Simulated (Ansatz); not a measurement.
`[SiH3][O][Ge][Cl]` + H₂ → `[Cl][GeH]` + `O[SiH3]` at 400 K and 1 bar (hydrogenolysis of a Ge–O bond).

Gas-phase electronic energies from Ansatz, PBE0-D4/def2-TZVP geometries. CCSD(T)/CBS is the MP2 limit (def2-TZVPP, def2-QZVPP) plus CCSD(T) − MP2 in def2-TZVPP, frozen cores. This one scheme is used for every species. For Ge outer-core shells are correlated without core-valence functions, which leaves a few kJ/mol of doubt a bond. Scalar relativity is left out up to krypton. Each species was taken in one conformer, which may not be the lowest.

```
            species  CCSD(T)/CBS energy (Eh)  H − E (kJ/mol)  S (J/(mol·K))
`[SiH3][O][Ge][Cl]`              -2902.05095           109.7          380.8
                 H₂                 -1.17544            38.0          139.0
        `[Cl][GeH]`              -2536.49422            33.6          277.3
          `O[SiH3]`               -366.69042           120.0          276.4
```

H − E and S are ideal-gas, rigid-rotor, harmonic terms from PBE0-D4/def2-TZVP, for one conformer and one mirror image of each species. The MP2-based limit puts H₂ 0.8 mEh under its directly extrapolated value; such offsets cancel only in part. 1 Eh = 2625.50 kJ/mol, R = 8.31446 J/(mol·K).

**Question.** By hand: ΔE, ΔH, ΔS and ΔG.

**Answer.** ΔE = (-2536.49422) + (-366.69042) − (-2902.05095) − (-1.17544) = 0.04175 Eh = 109.6 kJ/mol. Δ(H − E) = 33.6 + 120.0 − 109.7 − 38.0 = 5.9, so ΔH = 115.5 kJ/mol. ΔS = 277.3 + 276.4 − 380.8 − 139.0 = 33.9 J/(mol·K). ΔG = 115.5 − 400 × (33.9)/1000 = 101.9 kJ/mol.

**Question.** By hand: the equilibrium constant, and the temperature at which ΔG would vanish if ΔH and ΔS stayed fixed.

**Answer.** log₁₀ K = −ΔG/(RT ln 10) = -13.3. ΔG = 0 at ΔH/ΔS = 3407 K, far beyond where these terms or the molecules hold.

ΔH outweighs TΔS. A doubt of 5 kJ/mol in ΔE shifts log₁₀ K by 0.7 here. Other conformers and mirror images would add mixing entropy, several J/(mol·K) or more a flexible species. These are equilibria of isolated gas molecules and say nothing of rates. Largest T1 diagnostic: 0.014 (customary marks: 0.02 for closed shells, 0.045 for open ones).
